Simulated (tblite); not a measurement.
Species: C2H11NSi2.
Numbering: `[NH2:1][SiH2:2][CH2:3][CH2:4][SiH3:5]` (hydrogens: H6, H7 on N1; H8, H9 on Si2; H10, H11 on C3; H12, H13 on C4; H14, H15, H16 on Si5)

Structure used (GFN2-xTB), in Å, numbered top down from 1:
```xyz
16
C2H11NSi2 angstrom
N     -2.8705   -0.0091   -0.2862
Si    -1.3918    0.3233    0.5373
C     -0.0694   -0.6821   -0.3833
C      1.2714   -0.7875    0.3416
Si     2.2513    0.8340    0.4619
H     -3.1107   -0.9625   -0.5045
H     -3.6977    0.4928   -0.0089
H     -1.3711   -0.0496    1.9652
H     -1.2157    1.7702    0.4051
H      0.0896   -0.2500   -1.3728
H     -0.4539   -1.6923   -0.5549
H      1.1037   -1.1841    1.3457
H      1.8959   -1.5262   -0.1717
H      3.5226    0.5526    1.1380
H      2.5296    1.3433   -0.8838
H      1.5090    1.8361    1.2274
```

Level: GFN2-xTB in tblite, geometry and Hessian alike; calculated harmonic values, unscaled, isolated species. Against measured fundamentals such values can be off by several per cent, at times by over 20. Modes of hydrogen on silicon can be 10 to 20 % off. One conformer, not necessarily the lowest.

Harmonic wavenumbers (cm⁻¹): 37.3, 74.4, 127.3, 174.3, 203.6, 222.2, 328.4, 478.9, 504.1, 522.8, 551.7, 590.9, 673.2, 704.2, 716.8, 772.7, 787.3, 790.6, 798.9, 803.2, 835.0, 845.3, 898.3, 1084.8, 1088.6, 1166.4, 1294.1, 1313.3, 1488.6, 1499.1, 1529.7, 2141.1, 2233.2, 2247.5, 2250.7, 2268.5, 2925.3, 2934.0, 2964.2, 2975.8, 3477.8, 3512.7.

A = 7423, B = 1243, C = 1146 MHz; mass 105.043 u (most abundant isotopes); point group C1, symmetry number 1.

Q: What is the zero-point energy?

A: Half the sum of the wavenumbers: 26418 cm⁻¹ = 316.03 kJ/mol.

Q: Give the ideal-gas entropy at 273.15 K and 1 bar in the rigid-rotor, harmonic-oscillator model (classical rotation).

A: Translation 165.08, rotation 115.27, vibration 98.43: S = 378.8 J/(mol K).

Q: And Cp and H(273.15 K) − H(0)?

A: Cp = 139.73 J/(mol K), of which vibrations give 106.47 (their classical limit is 42 R = 349.2); H(273.15 K) − H(0) = 23.28 kJ/mol without the zero-point energy, 14.20 from vibrations.

Q: What must be added to the electronic energy to get the Gibbs energy at 273.15 K and 1 bar?

A: ZPE + [H(273.15 K) − H(0)] − T·S = 316.03 + 23.28 − 103.46 = 235.85 kJ/mol.

Q: Blend soft modes into free rotors: weight 1/[1 + (100 cm⁻¹/ν̃)⁴] for the oscillator and the rest for a rotor with moment μB/(μ + B), μ = h/(8π²ν), B = 10⁻⁴⁴ kg m². What vibrational entropy results?

A: 89.56 J/(mol K) in place of 98.43, which changes −T·S at 273.15 K by +2.42 kJ/mol.

Q: How do the functions run with temperature in this model?

A: 
| T (K) | S (J/(mol K)) | Cp (J/(mol K)) | H − H(0) (kJ/mol) | G − H(0) (kJ/mol) | ln q(vib) |
| --- | --- | --- | --- | --- | --- |
| 100 | 279.5 | 71.5 | 5.20 | -22.75 | 1.67 |
| 200 | 340.2 | 109.4 | 14.16 | -53.87 | 3.92 |
| 300 | 392.4 | 150.3 | 27.18 | -90.53 | 6.20 |
| 500 | 484.7 | 212.0 | 63.87 | -178.50 | 10.80 |
| 800 | 597.8 | 268.4 | 136.67 | -341.54 | 17.33 |
| 1000 | 660.5 | 293.3 | 192.96 | -467.50 | 21.32 |

q(vib) and H(0) count from the zero-point level.

Q: Which modes carry the vibrational entropy at 273.15 K?

A: 37.3 cm⁻¹: 21.86; 74.4 cm⁻¹: 16.16; 127.3 cm⁻¹: 11.79; 174.3 cm⁻¹: 9.31; 203.6 cm⁻¹: 8.12; 222.2 cm⁻¹: 7.47 J/(mol K); the other 36 give 23.72 together.

Hindered rotation and anharmonicity are outside this model. Other conformers, if any are populated, would add a mixing term that is left out. The structure is chiral; the term R ln 2 for an equal mix with its mirror image is left out.
